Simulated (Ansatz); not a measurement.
System: GeCl₃, net charge 0, doublet state. It need not be the lowest isomer of its formula. 
Coordinates optimised at B3LYP-D3(BJ)/def2-TZVP (Ansatz, a quantum-chemistry and plane-wave program):
```
Ge
Cl 1 2.1745
Cl 1 2.1745 2 108.54
Cl 1 2.1745 2 108.54 3 117.80
```
Charge 0, spin multiplicity 2.

Basis-set convergence of Hartree-Fock and CCSD correlation energies (hartree) with Ansatz. Valence correlation only, unless marked. Open shells are spin-unrestricted. Spin-orbit coupling is left out. The frozen core is the preceding noble-gas configuration, with the filled d and f shells of earlier blocks. Non-relativistic.

| basis | functions | E(HF) | E(corr, CCSD) |
|---|---|---|---|
| def2-SVPD | 119 | -3453.29704 | -0.54559 |
| def2-TZVPPD | 207 | (withheld) | (withheld) |

Q: Fill in the missing entries.

A: 
- def2-TZVPPD, E(HF): -3454.02006
- def2-TZVPPD, E(corr, CCSD): -0.70471
